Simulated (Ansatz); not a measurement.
## Worked example: AlH(CH3)(OH) + GaH2(SH) → AlH(CH3)(SH) + GaH2(OH)

Gas-phase species: AlH(CH3)(OH), singlet; GaH2(SH), singlet; AlH(CH3)(SH), singlet; GaH2(OH), singlet. The partners trade OH for SH: Al–OH and Ga–SH bonds give way to Al–SH and Ga–OH.

Shapes, held fixed at every level: PBE0-D4/def2-TZVP. Flexible molecules stand in one conformer, not always the lowest. Programs: Ansatz 0.2.0. The zero-point and thermal change to 298 K, harmonic and unscaled (PBE0-D4/def2-TZVP), is 0.0 kJ/mol.

At CCSD(T)/def2-TZVPP; 1 Eh = 2625.50 kJ/mol:

| species | energy (Eh) |
| --- | --- |
| AlH(CH3)(OH) | -358.229839 |
| GaH2(SH) | -2323.019402 |
| AlH(CH3)(SH) | -680.815769 |
| GaH2(OH) | -2000.413314 |

Problem. Work out ΔH(298 K) of the reaction at this level.

Solution. 
1. Products less reactants: (-680.815769) + (-2000.413314) − [(-358.229839) + (-2323.019402)] = 0.020158 Eh = +52.9 kJ/mol.
2. With the thermal change: +52.9 + (0.0) = +52.9 kJ/mol.

Other levels give +51.0 (MP2/def2-SVP) to +56.7 kJ/mol (B3LYP-D4/def2-TZVPP). No measured value is set beside it here. Relativity is left out for Ga. Outer-core shells of Ga are correlated, in sets that cover them unevenly.
